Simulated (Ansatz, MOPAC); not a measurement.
Potential energy curve for CLi (anion, charge -1), lowest triplet found (which spin is the ground state isn't settled by this scan).

- AM1, unrestricted, heats of formation (MOPAC)
- ROHF/aug-cc-pVDZ (Ansatz, a program for electronic structure)
- ROCCSD = CCSD on ROHF/aug-cc-pVDZ, frozen core in Ansatz

Energies are in mEh, each relative to the lowest point of its own curve between 1.68 and 2.58 Å, where full CI is lowest.

```
R / Å   AM1  ROHF  ROCCSD
-----  ----  ----  ------
1.47      …  69.9    31.0
1.58      …  45.0     3.3
1.68   21.8  32.3    32.0
1.77   11.2  18.4    19.7
1.86    4.6     …    10.5
1.94    1.4   4.1     5.3
2.00    0.2     …     2.7
2.07    0.0     …     0.9
2.11    0.3   0.0     0.3
2.22    2.4   0.4     0.0
2.32    5.4   2.1     0.9
2.44    9.6   5.1     3.1
2.58   15.0     …       —
2.76   21.6   9.0       —
2.98   28.4   9.6       —
3.28   35.4  10.5       —
3.64   40.7  11.4       —
4.04      —  12.3       —
4.45      —  12.9       —
5.11      —  13.7       —
```

**Question.** Complete the blanks.

**Answer.** 
- 1.47, AM1: 95.2
- 1.58, AM1: 39.5
- 1.86, ROHF: 9.2
- 2.00, ROHF: 1.8
- 2.07, ROHF: 0.4
- 2.58, ROHF: 8.6

Dashes: no converged value, or the column stops at the first point that the program doubted or that broke a chosen test of continuity, which isn't proof of a fault.

Where the anion isn't bound against loss of the electron, the finite basis alone holds it. The T1 diagnostic of CCSD on the restricted reference of ROCCSD exceeds 0.045 at 1.47 to 1.58, 2.58 to 5.11, 6.95 Å. At the minimum ROCCSD lies far from FCI: another state is possible.
